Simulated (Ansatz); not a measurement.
Program: Ansatz. Geometries: PBE0-D4/def2-TZVP. ΔE: electronic, gas phase. CCSD(T)/CBS adds triple-zeta CCSD(T) − MP2 to the extrapolated MP2 energy (def2 sets, frozen cores). This one scheme is used for every species. DFT in def2-TZVPP. For Ge outer-core shells are correlated without core-valence functions, which leaves a few kJ/mol of doubt a bond. Scalar relativity is left out up to krypton. One conformer a species, not always the lowest.

`[OH][GeH2][SiH](O)F` + H₂ → `[OH][GeH3]` + `O[SiH2]F`  (hydrogenolysis of a Ge–Si bond)

| level | ΔE (kJ/mol) | difference from CCSD(T)/CBS |
| --- | --- | --- |
| BLYP-D4 | -8.6 | 10.9 |
| r2SCAN-D4 | -13.1 | 6.4 |
| B97M-V | -23.2 | -3.7 |
| r2SCANh-D4 | -15.4 | 4.1 |
| r2SCAN0-D4 | -18.8 | 0.7 |
| CAM-B3LYP-D4 | -23.7 | -4.2 |
| ωB97X-V | -20.7 | -1.2 |
| BLYP | -23.1 | -3.6 |
| HF/def2-SVP | -56.7 | -37.2 |
| SCS-MP2/def2-QZVPP | -28.5 | -9.0 |
| CCSD(T)/CBS | -19.5 | 0 |

Largest T1 diagnostic among the species: 0.012.

From r2SCAN to r2SCAN0 (25 % exact exchange), in def2-TZVPP and without D4, ΔE moves by −6.1 kJ/mol. At CCSD(T), def2-SVP lies −14.6 kJ/mol from the extrapolated value and def2-TZVPP −4.5 kJ/mol.
